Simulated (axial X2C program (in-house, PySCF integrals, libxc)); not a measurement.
**Correcting the dissociation energy of NbSi for spin–orbit coupling**

A spin-free PBE0 curve (one-electron X2C) was computed with an axial X2C code built on PySCF integrals, basis Nb dyall-cv3z [11s12p9d5f3g], Si dyall-v3z [8s7p2d1f] (cores contracted in-house), for the state M_S = 5/2, Λ = 0 (beyond evenly filled blocks: σα, π+α, π-α, δ+α, δ-α). It gives D0 = 2.602 eV to Nb + Si, which in a spin-free picture are the weighted means of the ground terms.

Measured levels of the ground terms (NIST Handbook of Basic Atomic Spectroscopic Data), in cm⁻¹: Nb 6D: J = 1/2 at 0, J = 3/2 at 154.2, J = 5/2 at 392, J = 7/2 at 695.2, J = 9/2 at 1050.3; Si 3P: J = 0 at 0, J = 1 at 77.1, J = 2 at 223.2.

The molecular state has Λ = 0, so it has no first-order lowering.

Q: How far does each ground level lie under the (2J+1)-weighted mean of its term?

A: Nb: (2 × 0 + 4 × 154.2 + 6 × 392 + 8 × 695.2 + 10 × 1050.3)/30 = 634 cm⁻¹; Si: (1 × 0 + 3 × 77.1 + 5 × 223.2)/9 = 150 cm⁻¹.

Q: Correct D0.

A: D0 = 2.602 + (0 − 784)/8065.5 = 2.505 eV at PBE0 with these spin–orbit terms.

Second-order spin–orbit effects in the molecule, which grow quickly with Z, are left out. The state is one determinant whose occupation by symmetry is held fixed; it was picked as the lowest of a PBE0 search that is not exhaustive. Dissociation energies refer to the lowest single-determinant-based atoms at the same level and basis. PBE0 can misorder states that lie within some tenths of an eV, so this need not be the ground state of the molecule. The nearest other spin-free determinant of the search, M_S = 3/2, Λ = 1, lies 0.40 eV up at the distance of the search.
